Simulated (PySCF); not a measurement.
An unknown is described by computed data only.

Formula: C6H12OSi2.

| Item | Value |
| --- | --- |
| Rotational structure | rotational constants A, B, C: 1.092, 0.871, 0.587 GHz [PBE0-D3(BJ)/def2-SVP] |
| NMR, other nuclei | isotropic shieldings of nuclei other than C and H, by class: 304 (1 O), 377 (1 Si), 392 (1 Si) ppm [GIAO PBE0/pcSseg-1] |
| UV, strongest line | among the 10 lowest singlet transitions: S8 at 7.77 eV (159 nm, f = 0.117) [TDDFT CAM-B3LYP/def2-SVPD] |
| 1H NMR | chemical shifts (computed TMS as zero) by class: 5.05 (1 H), 5.04 (3 H), 1.92 (3 H), 0.64 (1 H), 0.61 (1 H), 0.54 (1 H), 0.37 (1 H), -0.23 (1 H) ppm [GIAO PBE0/pcSseg-1] |
| Polarisability | 121.0 au [CAM-B3LYP/def2-SVPD] |
| Valence photoelectron | vertical ionisation energy: 9.67 eV [ΔSCF CAM-B3LYP/def2-SVPD] |
| UV, first state | lowest singlet excitation: 5.87 eV (211 nm, f = 0.000) [TDDFT CAM-B3LYP/def2-SVPD] |
| 13C NMR | chemical shifts (computed TMS as zero) by class: 112.7 (1 C), 82.0 (1 C), 5.5 (1 C), 2.8 (1 C), 2.0 (1 C), -2.9 (1 C) ppm [GIAO PBE0/pcSseg-1] |
| Triplet | lowest triplet excitation (Tamm–Dancoff): 4.91 eV [TDA CAM-B3LYP/def2-SVPD] |

Gas-phase values; electronic properties from PySCF, density fitting. Levels stand in brackets. Isolated species at its PBE0-D3(BJ)/def2-SVP geometry (one conformer only). NMR values are class means; diastereotopic atoms form classes of their own.

Problem. Give a SMILES that accounts for the data.

Solution. Numbering: `[CH3:1][C:2]#[C:3][Si@H:4]([O:5][SiH3:6])[CH:7]1[CH2:8][CH2:9]1`. Its formula, C6H12OSi2, gives 3 degrees of unsaturation: 1 ring and 2 π bonds in the structure found. 6 carbons fall into 6 classes; from least to most shielded: alkyne carbon [C2] (112.7 ppm), alkyne carbon [C3] (82.0 ppm), propargylic carbon [C1] (5.5 ppm), three-membered-ring carbon [C9] (2.8 ppm), three-membered-ring carbon [C8] (2.0 ppm), ring sp3 carbon bound to silicon [C7] (-2.9 ppm). Hydrogen classes from least to most shielded: 1 H on an oxygen-bound silicon, Si4 (5.05 ppm), 3 H on an oxygen-bound silicon, Si6 (5.04 ppm), 3 H on a propargylic carbon, C1 (1.92 ppm), 1 H on a three-membered-ring carbon, C9 (0.64 ppm), 1 H on a three-membered-ring carbon, C9 (0.61 ppm), 1 H on a three-membered-ring carbon, C8 (0.54 ppm), 1 H on a three-membered-ring carbon, C8 (0.37 ppm), 1 H on an sp3 carbon bound to silicon, C7 (-0.23 ppm). The other shieldings belong to: 304 ppm, siloxane oxygen [O5]; 377 ppm, oxygen-bound silicon [Si4]; 392 ppm, oxygen-bound silicon [Si6]. The first electron is taken from the HOMO, whose largest Löwdin shares are 0.29 on an alkyne carbon, 0.28 on an alkyne carbon, 0.09 on an oxygen-bound silicon and 0.08 on the sp3 carbon bound to silicon. The optimised geometry has point group C1 and is an asymmetric top. Structure: `CC#C[Si@H](O[SiH3])C1CC1`. Computed isomers that give other values at the same levels: `C#C[Si@]1(OC)CCC[SiH2]1` (13C chemical shifts (computed TMS as zero) by class: 106.6 (1 C), 88.7 (1 C), 53.9 (1 C), 23.1 (1 C), 20.2 (1 C), 11.5 (1 C) ppm); `CC[Si]1(O)C=C[SiH2]C=C1` (13C chemical shifts (computed TMS as zero) by class: 160.9 (2 C), 154.3 (2 C), 10.1 (1 C), 7.8 (1 C) ppm); `C#C[SiH2]O[SiH2]C1CCC1` (13C chemical shifts (computed TMS as zero) by class: 104.7 (1 C), 87.9 (1 C), 25.5 (1 C), 24.8 (2 C), 21.9 (1 C) ppm). The assignments are read from this structure; whether some other isomer fits the data as well wasn't checked. The mirror image fits equally.

Conformer computed: `[CH3:1][C:2]#[C:3][Si@H:4]([O:5][SiH3:6])[CH:7]1[CH2:8][CH2:9]1`: C3–Si4–O5–Si6 -47°, C3–Si4–C7–C8 -33°.
